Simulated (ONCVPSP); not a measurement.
# Potentials for Te (Z = 52) compared

Generated with ld1.x 7.5 (TM, RRKJ, ultrasoft, PAW), atompaw 4.2 or ONCVPSP 4.0.1. The cutoff is in Ry: for ld1.x and atompaw files where the sum of valence levels is converged to 10 mRy in a Bessel basis, for ONCV files where the hardest occupied wave has 1 mHa per electron of residual kinetic energy. The error is the largest all-electron minus pseudo excitation energy over each file’s own four to seven test configurations (ionisations up to +4, promotions, holes and added fractions of an electron), all of which were solved. The labels leave out finer settings (local radius, basis sizes, second energies), which also bear on the numbers. Spin-polarised tests are not counted. The rows are a selection from randomly drawn settings: files with unsolved tests, undetermined cutoffs or missed reference levels are left out.

A true bound ghost makes a file unfit for plane-wave use even where its test errors are small: the radial tests pick states by their node count and pass the ghost by.

| potential | cutoff (Ry) | largest error (meV) | bound ghosts |
| --- | --- | --- | --- |
| ONCV, PBEsol, scalar-relativistic, rc 1.10/1.10/1.45 (spd), local smoothed, core correction yes, reference 4s2 4p6 4d10 5s2 5p3.5, qcut 11/11.9/9.7, projectors 2/2/2 | 107 | +44 | none |
| ONCV, PBE, scalar-relativistic, rc 1.85/2.20/1.45 (spd), local smoothed, core correction yes, reference 4d10 5s2 5p3, qcut 3.2/4.4/10.6, projectors 1/1/2 | 85 | +8.0 | none |
| ONCV, PBE, fully relativistic, rc 1.90/2.30/1.90 (spd), local d, core correction no, reference 5s2 5p4, qcut 3.4/3.2/4.8, projectors 2/2/0 | 31 | -93 | none |
| ONCV, PBEsol, scalar-relativistic, rc 1.90/1.85 (sp), local smoothed, core correction yes, reference 5s1 5p5, qcut 3.3/3.7, projectors 2/2 | 83 | -25 | none |
| ONCV, PBE, fully relativistic, rc 1.45/1.20/1.15 (spd), local smoothed, core correction no, reference 4s2 4p6 4d10 5s2 5p4, qcut 7.6/12.7/14.6, projectors 2/2/2 | 104 | -571 | none |
| ONCV, LDA (Perdew-Zunger), scalar-relativistic, rc 1.15/1.35/1.15 (spd), local d, core correction no, reference 4s2 4p6 4d10 5s2 5p4, qcut 7.9/10.5/10.8, projectors 2/3/0 | 282 | -13 | none |

Q: Fill in the row for Te: ONCV, LDA (Perdew-Wang 92), scalar-relativistic, rc 1.85/1.85/2.10 (spd), local p, core correction yes, reference 5s2 5p4, qcut 2.7/4.2/4.2, projectors 2/0/2.

A: cutoff 122 Ry, largest error -82 meV, bound ghosts: none.

Q: Fill in the row for Te: ONCV, PBE, non-relativistic, rc 1.65/1.80/1.95 (spd), local smoothed, core correction yes, reference 5s2 5p4, qcut 3.9/3.8/5.8, projectors 2/3/2.

A: cutoff 176 Ry, largest error -71 meV, bound ghosts: s, p, d.
